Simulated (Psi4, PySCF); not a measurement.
Approach curve of the dimer BF3 ··· O2S (SMILES FB(F)F and O=S=O). Monomers: optimised at B3LYP-D3(BJ) (def2-TZVP), held rigid. Orientation: lowest of the rigid-body minima from ten starts at GFN2-xTB (searched outside a hard wall at short contacts). The monomers approach along the line of their centres of mass (distance R); nothing else relaxes. The shortest distances reach bonding range, where SAPT0 and rigid monomers are unreliable.

Geometry at R = 3.16 Å (first 4 atoms: monomer A):
```
7

F      1.1922    -0.5558    -0.0237
B      0.0001     0.0001    -0.0003
F     -1.0770    -0.7546     0.0035
F     -0.1153     1.3104     0.0205
O      0.4505     1.2860    -4.2323
S      0.5246     1.2244    -2.7969
O     -0.0082     0.0705    -2.1229
```

RKS-BP86/6-31G* = restricted BP86/6-31G*, spherical d, no counterpoise correction (PySCF); B3LYP-D3(BJ)/def2-TZVP, counterpoise-corrected (Psi4); RHF/6-31G* = restricted Hartree-Fock/6-31G*, spherical d, no counterpoise correction (PySCF); HF/aug-cc-pVDZ, counterpoise-corrected (Psi4); B3LYP/def2-TZVP, counterpoise-corrected (Psi4).

Interaction energies in kcal/mol (negative: bound); R is the distance of the centres of mass, d the B2···O7 distance.

| R / Å | d / Å | RKS-BP86/6-31G* | B3LYP-D3(BJ)/def2-TZVP | RHF/6-31G* | HF/aug-cc-pVDZ | B3LYP/def2-TZVP |
|---|---|---|---|---|---|---|
| 2.53 | 1.53 | 59.97 | 63.25 | 62.78 | 69.05 | 66.19 |
| 2.78 | 1.76 | 23.43 | 25.07 | 23.56 | 28.40 | 27.81 |
| 2.95 | 1.92 | 10.97 | 11.67 | 10.21 | 14.52 | 14.40 |
| 3.16 | 2.12 | 2.86 | 2.79 | 1.41 | 5.27 | 5.34 |
| 3.34 | 2.30 | -0.35 | -0.90 | -2.11 | 1.29 | 1.41 |
| 3.52 | 2.47 | -1.66 | -2.57 | -3.52 | -0.69 | -0.51 |
| 3.85 | 2.79 | -1.93 | -3.10 | -3.60 | -1.80 | -1.51 |
| 4.19 | 3.12 | -1.49 | -2.48 | -2.74 | -1.68 | -1.34 |
| 4.69 | 3.61 | -0.92 | -1.46 | -1.63 | -1.11 | -0.82 |
| 5.37 | 4.28 | -0.40 | -0.70 | -0.72 | -0.57 | -0.42 |
| 6.33 | 5.24 | -0.14 | -0.28 | -0.27 | -0.25 | -0.19 |
| 7.69 | 6.59 | -0.05 | -0.10 | -0.10 | -0.09 | -0.07 |

Lowest grid point: RKS-BP86/6-31G* -1.93 kcal/mol at R = 3.85 Å; B3LYP-D3(BJ)/def2-TZVP -3.10 kcal/mol at R = 3.85 Å; RHF/6-31G* -3.60 kcal/mol at R = 3.85 Å; HF/aug-cc-pVDZ -1.80 kcal/mol at R = 3.85 Å; B3LYP/def2-TZVP -1.51 kcal/mol at R = 3.85 Å.
